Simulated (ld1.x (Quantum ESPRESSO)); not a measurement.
**Logarithmic derivatives: gold, ultrasoft**

ld1.x (Quantum ESPRESSO) 7.5 input, shortened:

```
&input
   title='Au', zed=79., rel=2, dft='PBE', iswitch=3,
   config='[Xe] 4f14 5d10 6s0.5 6p0', rel_dist='average'
 /
 &inputp
   pseudotype=3, tm=.true., lloc=-1, rcloc=2.30,
   nlcc=.false.
 /
8
6S  1  0   0.50   0.00  1.95  2.45  0.0
6S  1  0   0.00  -0.35  1.95  2.45  0.0
6P  2  1   0.00   0.00  2.15  2.50  0.0
6P  2  1   0.00   0.15  2.15  2.50  0.0
5D  3  2  10.00   0.00  1.30  1.50  0.0
5D  3  2   0.00   1.85  1.30  1.50  0.0
4F  4  3  14.00   0.00  0.70  0.85  0.0
4F  4  3   0.00  -1.75  0.70  0.85  0.0
 &test
   configts(1)='4f14 5d10 6s0.5 6p0'
 /
```

Open shells are filled in proportion to 2j + 1 (rel_dist='average').

The phase is arctan(r·u′/u) with u = r·R(r), unwrapped; energies in Ry, scanned from -8 to 5 Ry. A pole is an energy at which the radial function vanishes at the test radius. The pseudo phase is shifted by a multiple of π to meet the all-electron one at the reference energy, and phase errors are pseudo minus all-electron; the curves can meet again beyond the range given. Levels narrower than the energy grid can be missing from the lists of poles. n/a: not evaluated, since a narrow level or a reset projector energy made the automatic matching unsafe.

Question: For each channel, where are the poles, and over which energies does the pseudopotential scatter like the atom?

Answer:

```
channel  radius (bohr)  reference energy (Ry)  poles, all-electron  poles, pseudo  unbroken range about the reference energy with phases within 0.05 rad  phase error 1 Ry above the reference energy (rad)
      s           2.72                  -0.69                 0.93     0.93, 2.84                                                              below 2.6                                             +0.000
   p1/2           2.72                  -0.31                 2.09           2.12                                                                    n/a                                                n/a
   p3/2           2.72                  -0.25          -4.34, 2.70           2.80                                                            -4.2 to 4.8                                             +0.001
   d3/2           2.72                  -0.88                -0.63          -0.63                                                        the whole range                                             +0.000
   d5/2           2.72                  -0.76                -0.47          -0.47                                                        the whole range                                             +0.000
   f5/2           2.72                  -6.40                 3.21           3.31                                                              below 1.3                                             +0.000
   f7/2           2.72                  -6.12                 3.24           3.26                                                              below 4.9                                             +0.000
```

A Bessel basis up to 400 Ry misses an occupied level by 0.09 Ry, so cutoffs and ghosts were not judged.

Phases in the p1/2 channel:

| E (Ry) | all-electron | pseudo |
| --- | --- | --- |
| -8.00 | 1.433 | -1.708 |
| -7.52 | 1.428 | -1.712 |
| -7.04 | 1.422 | -1.718 |
| -6.56 | 1.415 | -1.724 |
| -6.08 | 1.405 | -1.731 |
| -5.60 | 1.093 | -1.738 |
| -5.12 | -1.740 | -1.747 |
| -4.64 | -1.754 | -1.758 |
| -4.16 | -1.768 | -1.771 |
| -3.68 | -1.785 | -1.787 |
| -3.20 | -1.805 | -1.807 |
| -2.72 | -1.832 | -1.833 |
| -2.24 | -1.870 | -1.871 |
| -1.76 | -1.927 | -1.927 |
| -1.28 | -2.025 | -2.026 |
| -0.80 | -2.235 | -2.235 |
| -0.32 | -2.839 | -2.839 |
| 0.16 | -3.921 | -3.921 |
| 0.64 | -4.386 | -4.385 |
| 1.12 | -4.560 | -4.559 |
| 1.60 | -4.652 | -4.650 |
| 2.08 | -4.712 | -4.709 |
| 2.56 | -4.758 | -4.754 |
| 3.04 | -4.801 | -4.794 |
| 3.52 | -4.845 | -4.835 |
| 4.00 | -4.899 | -4.882 |
| 4.48 | -4.976 | -4.947 |
| 4.96 | -5.111 | -5.056 |
